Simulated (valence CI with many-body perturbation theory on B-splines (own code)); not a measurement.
# Energy levels of Hg XXXI

Level of theory: valence CI with perturbative core correlation (CI+MBPT): four valence electrons over a frozen Dirac-Fock core [Kr] 4d10, radial functions for each j: 7 s, 7 p, 7 d, 7 f, 4 g, 2 h, with the one-electron correlation potential Σ1, the two-electron term Σ2, the three-electron term Σ3, Breit, model QED; selected CI, second order for the rest, scaled by the run's own slope (own B-spline code, finite nucleus).

No measured spectrum was set against this ion. As an estimate, large intervals hold to a few tenths of a per cent, small ones and those within an open d or f shell to about a per cent. Excitations out of the core, of the other parity, are not computed and may begin above about 190 eV (a cautious bound); beyond it only levels of the ground parity were kept, without lifetimes.

Levels 91 to 135 of 149, with energies above the lowest level, (4f5/2^4) J=4. "Leading %" is the weight of the configuration and term that name the level; weights of strongly mixed levels are sums over their largest components and can fall short. In the jj column 3d3/2^4 stands for four electrons in 3d with j = 3/2. Lifetimes count E1, E2, E3, M1 and M2 decay at the calculated energies, and are blank where another channel may lead or the interval is too uncertain; long ones can be off by a factor of two.

| No. | Configuration | Term | J | E (cm⁻¹) | Leading % | Leading jj | Second component | Lifetime |
| --- | --- | --- | --- | --- | --- | --- | --- | --- |
| 91 | 4f⁴ | ³D | 1 | 263330 | 82 | 4f5/2 4f7/2^3 (72 %) | 14 % 4f⁴ ³P |  |
| 92 | 4f⁴ | ³F | 2 | 269370 | 45 | 4f5/2^2 4f7/2^2 (50 %) | 35 % 4f⁴ ³P | 166 μs |
| 93 | 4f⁴ | ¹H | 5 | 271200 | 49 | 4f5/2 4f7/2^3 (66 %) | 20 % 4f⁴ ³H | 229 μs |
| 94 | 4f⁴ | ¹S | 0 | 286260 | 60 | 4f5/2 4f7/2^3 (70 %) | 40 % 4f⁴ ³P | 156 μs |
| 95 | 4f⁴ | ³P | 2 | 291860 | 69 | 4f5/2 4f7/2^3 (48 %) | 11 % 4f⁴ ³F |  |
| 96 | 4f⁴ | ³F | 4 | 293240 | 44 | 4f5/2^2 4f7/2^2 (54 %) | 31 % 4f⁴ ³H | 189 μs |
| 97 | 4f⁴ | ¹I | 6 | 293880 | 48 | 4f5/2^2 4f7/2^2 (41 %) | 45 % 4f⁴ ³H | 116 μs |
| 98 | 4f⁴ | ³F | 3 | 300040 | 79 | 4f5/2 4f7/2^3 (95 %) | 12 % 4f⁴ ³D |  |
| 99 | 4f⁴ | ³H | 4 | 300800 | 45 | 4f7/2^4 (38 %) | 29 % 4f⁴ ³F | 138 μs |
| 100 | 4f⁴ | ³F | 2 | 305500 | 38 | 4f7/2^4 (65 %) | 26 % 4f⁴ ¹D |  |
| 101 | 4f⁴ | ¹I | 6 | 312430 | 48 | 4f5/2 4f7/2^3 (80 %) | 44 % 4f⁴ ³H | 160 μs |
| 102 | 4f⁴ | ³H | 5 | 315730 | 66 | 4f5/2 4f7/2^3 (96 %) | 32 % 4f⁴ ¹H |  |
| 103 | 4f⁴ | ³P | 1 | 321050 | 94 | 4f5/2 4f7/2^3 (91 %) | 5 % 4f⁴ ³D |  |
| 104 | 4f⁴ | ³P | 0 | 342130 | 75 | 4f7/2^4 (62 %) | 24 % 4f⁴ ¹S |  |
| 105 | 4f⁴ | ¹G | 4 | 342180 | 84 | 4f5/2 4f7/2^3 (52 %) | 7 % 4f⁴ ³G |  |
| 106 | 4f⁴ | ¹D | 2 | 406550 | 95 | 4f5/2^2 4f7/2^2 (54 %) |  |  |
| 107 | 4f⁴ | ¹S | 0 | 469800 | 94 | 4f5/2^2 4f7/2^2 (54 %) | 6 % 4f⁴ ³P |  |
| 108 | 4f³5s | ⁵I° | 4 | 1417800 | 78 | 4f5/2^3 5s (87 %) | 20 % 4f³5s ³H° | 10.4 μs |
| 109 | 4f³5s | ⁵I° | 5 | 1426700 | 43 | 4f5/2^3 5s (86 %) | 31 % 4f³5s ³I° | 1.74 μs |
| 110 | 4f³5s | ⁵I° | 6 | 1459700 | 75 | 4f5/2^2 4f7/2 5s (92 %) | 17 % 4f³5s ³I° | 3.62 μs |
| 111 | 4f³5s | ⁵F° | 1 | 1461700 | 59 | 4f5/2^3 5s (84 %) | 31 % 4f³5s ³D° | 695 ns |
| 112 | 4f³5s | ⁵I° | 5 | 1462300 | 48 | 4f5/2^2 4f7/2 5s (89 %) | 41 % 4f³5s ³I° | 1.33 μs |
| 113 | 4f³5s | ⁵F° | 2 | 1466100 | 35 | 4f5/2^3 5s (85 %) | 23 % 4f³5s ³D° | 1.11 μs |
| 114 | 4f³5s | ⁵G° | 2 | 1484000 | 60 | 4f5/2^3 5s (77 %) | 23 % 4f³5s ³F° | 1.08 μs |
| 115 | 4f³5s | ⁵I° | 7 | 1484500 | 77 | 4f5/2^2 4f7/2 5s (51 %) | 12 % 4f³5s ³K° | 6.01 μs |
| 116 | 4f³5s | ³H° | 4 | 1486900 | 32 | 4f5/2^2 4f7/2 5s (84 %) | 25 % 4f³5s ³G° | 1.10 μs |
| 117 | 4f³5s | ⁵F° | 3 | 1487200 | 42 | 4f5/2^3 5s (56 %) | 17 % 4f³5s ⁵G° | 617 ns |
| 118 | 4f³5s | ³G° | 5 | 1487600 | 35 | 4f5/2^2 4f7/2 5s (92 %) | 19 % 4f³5s ³I° | 825 ns |
| 119 | 4f³5s | ³I° | 6 | 1493300 | 60 | 4f5/2^2 4f7/2 5s (68 %) | 24 % 4f³5s ³K° | 934 ns |
| 120 | 4f³5s | ⁵S° | 2 | 1495500 | 36 | 4f5/2^2 4f7/2 5s (89 %) | 31 % 4f³5s ⁵F° | 1.36 μs |
| 121 | 4f³5s | ⁵G° | 3 | 1497000 | 41 | 4f5/2^2 4f7/2 5s (82 %) | 30 % 4f³5s ⁵F° | 662 ns |
| 122 | 4f³5s | ⁵F° | 4 | 1502200 | 41 | 4f5/2^2 4f7/2 5s (87 %) | 24 % 4f³5s ¹G° | 608 ns |
| 123 | 4f³5s | ³F° | 2 | 1503500 | 47 | 4f5/2^2 4f7/2 5s (92 %) | 20 % 4f³5s ⁵S° | 777 ns |
| 124 | 4f³5s | ⁵I° | 8 | 1504100 | 63 | 4f5/2^2 4f7/2 5s (45 %) | 30 % 4f³5s ³K° | 5.19 μs |
| 125 | 4f³5s | ³S° | 1 | 1506500 | 38 | 4f5/2^2 4f7/2 5s (89 %) | 21 % 4f³5s ⁵F° | 493 ns |
| 126 | 4f³5s | ³G° | 3 | 1508000 | 59 | 4f5/2^2 4f7/2 5s (91 %) | 31 % 4f³5s ³F° | 486 ns |
| 127 | 4f³5s | ⁵G° | 4 | 1514500 | 60 | 4f5/2^2 4f7/2 5s (86 %) | 17 % 4f³5s ⁵F° | 578 ns |
| 128 | 4f³5s | ³I° | 7 | 1515600 | 45 | 4f5/2^2 4f7/2 5s (64 %) | 23 % 4f³5s ¹K° | 691 ns |
| 129 | 4f³5s | ³G° | 3 | 1520500 | 34 | 4f5/2^2 4f7/2 5s (78 %) | 27 % 4f³5s ⁵G° | 510 ns |
| 130 | 4f³5s | ⁵F° | 5 | 1526100 | 45 | 4f5/2 4f7/2^2 5s (64 %) | 25 % 4f³5s ³H° | 777 ns |
| 131 | 4f³5s | ³H° | 6 | 1527500 | 44 | 4f5/2^2 4f7/2 5s (51 %) | 28 % 4f³5s ⁵G° | 1.08 μs |
| 132 | 4f³5s | ³K° | 6 | 1529400 | 57 | 4f5/2 4f7/2^2 5s (65 %) | 28 % 4f³5s ³I° | 1.02 μs |
| 133 | 4f³5s | ³K° | 7 | 1529700 | 46 | 4f5/2 4f7/2^2 5s (52 %) | 30 % 4f³5s ¹K° | 939 ns |
| 134 | 4f³5s | ⁵D° | 0 | 1530300 | 54 | 4f5/2^2 4f7/2 5s (97 %) | 45 % 4f³5s ³P° | 737 ns |
| 135 | 4f³5p | ⁵K | 5 | 1835600 | 52 | 4f5/2^3 5p1/2 (91 %) | 35 % 4f³5p ³I |  |

Where two levels of one J and parity lie close, their mixing, g and order are uncertain.
